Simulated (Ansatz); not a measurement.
Start from `B1NB[SiH2]1` and change one atom or group to get `O[SiH]1BNB1`.

Ansatz, PBE0-D4/def2-TZVP geometries, multiplicity 1. Each molecule was computed in one conformer, which needn't be the lowest.

```
                                        property  `B1NB[SiH2]1`
             HOMO–LUMO gap (PBE/def2-TZVPP) / eV           3.80
  size of the dipole moment (PBE/def2-TZVPP) / D           1.85
  zero-point energy (PBE0-D4/def2-TZVP) / kJ/mol          154.6
              HOMO energy (PBE0/def2-TZVPP) / eV          -7.02
           HOMO energy (ωB97M-V/def2-TZVPP) / eV          -9.11
size of the dipole moment (B3LYP/def2-TZVPP) / D           1.75
```

Task: What does the change do to each property? (Estimate.)

Result: The calculation gave: 
```
                                        property  `O[SiH]1BNB1`  shift
             HOMO–LUMO gap (PBE/def2-TZVPP) / eV           3.61  -0.19
  size of the dipole moment (PBE/def2-TZVPP) / D           1.16  -0.69
  zero-point energy (PBE0-D4/def2-TZVP) / kJ/mol          171.0   16.4
              HOMO energy (PBE0/def2-TZVPP) / eV          -6.67   0.35
           HOMO energy (ωB97M-V/def2-TZVPP) / eV          -8.77   0.34
size of the dipole moment (B3LYP/def2-TZVPP) / D           1.18  -0.57
```

With PBE0 the HOMO rises by 0.35 eV and the LUMO rises by 0.20 eV, so the gap narrows by about 0.15 eV. PBE moves the HOMO by 0.40 eV and ωB97M-V by 0.34 eV. The zero-point energy changes by 16.4 kJ/mol with +3 modes. Dipoles are sizes alone; their direction can turn.

B3LYP here is the variant with VWN-RPA as its local correlation; programs differ in this.
